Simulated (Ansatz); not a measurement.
Ansatz (a program for electronic structure) job for H6SeSi2, SMILES [SiH3][Se][SiH3], CAM-B3LYP/def2-SVPD. Coordinates come from a PBE0-D3(BJ)/def2-SVP optimisation.

Ansatz 0.2 input:
```yaml
crystal:
  periodic: [false, false, false]
  atoms:
    - {symbol: Se, position_ang: [-0.00000000, -0.00000000, 0.79845853]}
    - {symbol: Si, position_ang: [-1.68922897, -0.00000000, -0.74221625]}
    - {symbol: H, position_ang: [-2.95991485, 0.00000000, 0.03656430]}
    - {symbol: H, position_ang: [-1.61960099, -1.21364764, -1.60966594]}
    - {symbol: H, position_ang: [-1.61960098, 1.21364765, -1.60966593]}
    - {symbol: Si, position_ang: [1.68922897, -0.00000000, -0.74221625]}
    - {symbol: H, position_ang: [1.61960100, 1.21364766, -1.60966592]}
    - {symbol: H, position_ang: [1.61960099, -1.21364764, -1.60966593]}
    - {symbol: H, position_ang: [2.95991486, -0.00000000, 0.03656431]}
basis:
  gaussian:
    orbitals: def2-SVPD
hamiltonian:
  xc: {name: CAM-B3LYP}
```

It prints:

```
WARN ansatz: RAYON_NUM_THREADS=1 ignored (pool sized by the plan → 1); use --threads N
Functional definition: CAM-B3LYP
integrals: 0.10 GiB planned
1325 factors; their error is unknown
integrals: 0.13 GiB planned
559 factors; integrals over basis functions are off by at most 2.3e-5 eV
mean field: 0.92 GiB planned
mean field evaluation 1: about -81193.6224 eV, gradient 1.0e1 eV
mean field evaluation 2: about -81193.8661 eV, gradient 4.5e0 eV
mean field evaluation 4: about -81193.9404 eV, gradient 4.8e-1 eV
mean field evaluation 8: about -81194.1732 eV, gradient 6.5e-3 eV
mean field -81194.17320430 eV, -2983.8308298707 hartree, gradient 4.3e-5 eV, S^2 0.000000; 0 other end points of the search recorded, 0 dependent functions left out
reference -81194.17335233 eV, -2983.8308353106 hartree; 34, 34 occupied and 103, 103 virtual orbitals, 1325 factors
Total energy: -81194.17335233 eV, -2983.8308353106 hartree
```

The run converged.

Cost: very roughly 6 core-seconds.
